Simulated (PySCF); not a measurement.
SMILES Cc1ccc(Cl)s1, C₅H₅ClS

Molfile (atoms numbered from 1):
```
C5H5ClS
     RDKit          3D

 12 12  0  0  0  0  0  0  0  0999 V2000
   -1.6721    0.5732   -0.0945 C   0  0  0  0  0  0  0  0  0  0  0  0
   -0.1904    0.4055   -0.1163 C   0  0  0  0  0  0  0  0  0  0  0  0
    0.5511   -0.7018    0.2064 C   0  0  0  0  0  0  0  0  0  0  0  0
    1.9571   -0.5147    0.0721 C   0  0  0  0  0  0  0  0  0  0  0  0
    2.2608    0.7480   -0.3556 C   0  0  0  0  0  0  0  0  0  0  0  0
    3.8148    1.4022   -0.6511 Cl  0  0  0  0  0  0  0  0  0  0  0  0
    0.8451    1.7117   -0.5970 S   0  0  0  0  0  0  0  0  0  0  0  0
   -1.9864    1.3749    0.5925 H   0  0  0  0  0  0  0  0  0  0  0  0
   -2.1427   -0.3612    0.2407 H   0  0  0  0  0  0  0  0  0  0  0  0
   -2.0744    0.8154   -1.0911 H   0  0  0  0  0  0  0  0  0  0  0  0
    0.0945   -1.6367    0.5358 H   0  0  0  0  0  0  0  0  0  0  0  0
    2.7136   -1.2708    0.2793 H   0  0  0  0  0  0  0  0  0  0  0  0
  1  2  1  0
  2  3  2  0
  3  4  1  0
  4  5  2  0
  5  6  1  0
  5  7  1  0
  7  2  1  0
  1  8  1  0
  1  9  1  0
  1 10  1  0
  3 11  1  0
  4 12  1  0
M  END
```

The calculation used PySCF 2.14.0, quadratic response wB97X-D/aug-cc-pVDZ first hyperpolarisability, Taylor convention, gas phase. Geometry: PBE0-D3(BJ)/def2-SVP.

Task: What is the first hyperpolarisability, and how does it disperse?

Result: In 10⁻³⁰ esu, Taylor convention; the vector part is βᵢ = ⅓ Σⱼ (βᵢⱼⱼ + βⱼᵢⱼ + βⱼⱼᵢ); β∥ is 3/5 of the vector part along the dipole, the dipole points from − to +:
```
                   process  λ (nm)  β vector norm     β∥  β HRS  depolarisation ratio
           static β(0;0,0)       ∞           1.01  -0.58   0.38                  7.97
second harmonic β(−2ω;ω,ω)    1064           1.22  -0.70   0.46                  7.52
         Pockels β(−ω;ω,0)    1064           1.07  -0.61      –                     –
```

Task: Which lowest excitations, dipole and polarisabilities go with it?

Result: S1 5.20 eV (f = 0.178); S2 5.70 eV (f = 0.000); S3 5.85 eV (f = 0.072); dipole 2.22 D; isotropic α 91.5 au static, 92.6 au at 1064 nm, 96.0 au at 532 nm.
